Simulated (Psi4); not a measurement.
Level of theory: Psi4 with SAPT0/jun-cc-pVDZ, frozen core.

Psi4 input:

```
molecule {
0 1
Cl 0.64100294 -0.00000000 0.00000000
H -0.64100294 0.00000000 -0.00000000
--
0 1
C -1.40909517 -0.76315973 -2.71031862
Cl -2.49764866 -0.22343610 -1.38985370
H -1.95019316 -0.69397958 -3.64908496
H -0.53893675 -0.11391224 -2.72278122
H -1.11617774 -1.78997525 -2.51358391
units angstrom
symmetry c1
no_reorient
no_com
}
set basis jun-cc-pvdz
set scf_type df
set freeze_core true
energy('sapt0')
```

Part of the output:

```
    SAPT Results
  --------------------------------------------------------------------------------------------------------
    Electrostatics                -10.36647659 [mEh]      -6.50506227 [kcal/mol]     -27.21718053 [kJ/mol]
      Elst10,r                    -10.36647659 [mEh]      -6.50506227 [kcal/mol]     -27.21718053 [kJ/mol]

    Exchange                       15.68977394 [mEh]       9.84548179 [kcal/mol]      41.19349579 [kJ/mol]
      Exch10                       15.68977394 [mEh]       9.84548179 [kcal/mol]      41.19349579 [kJ/mol]
      Exch10(S^2)                  15.54217607 [mEh]       9.75286273 [kcal/mol]      40.80597765 [kJ/mol]

    Induction                      -4.02020644 [mEh]      -2.52271763 [kcal/mol]     -10.55505056 [kJ/mol]
      Ind20,r                      -7.81971994 [mEh]      -4.90694835 [kcal/mol]     -20.53067188 [kJ/mol]
      Exch-Ind20,r                  5.93106583 [mEh]       3.72180000 [kcal/mol]      15.57201120 [kJ/mol]
      delta HF,r (2)               -2.13155234 [mEh]      -1.33756928 [kcal/mol]      -5.59638989 [kJ/mol]

    Dispersion                     -4.06613346 [mEh]      -2.55153727 [kcal/mol]     -10.67563194 [kJ/mol]
      Disp20                       -4.89166891 [mEh]      -3.06956858 [kcal/mol]     -12.84307495 [kJ/mol]
      Exch-Disp20                   0.82553545 [mEh]       0.51803131 [kcal/mol]       2.16744302 [kJ/mol]
      Disp20 (SS)                  -2.44583445 [mEh]      -1.53478429 [kcal/mol]      -6.42153748 [kJ/mol]
      Disp20 (OS)                  -2.44583445 [mEh]      -1.53478429 [kcal/mol]      -6.42153748 [kJ/mol]
      Exch-Disp20 (SS)              0.42706440 [mEh]       0.26798696 [kcal/mol]       1.12125743 [kJ/mol]
      Exch-Disp20 (OS)              0.39847105 [mEh]       0.25004436 [kcal/mol]       1.04618559 [kJ/mol]

  Total HF                          1.30309090 [mEh]       0.81770189 [kcal/mol]       3.42126470 [kJ/mol]
  Total SAPT0                      -2.76304256 [mEh]      -1.73383538 [kcal/mol]      -7.25436724 [kJ/mol]
```
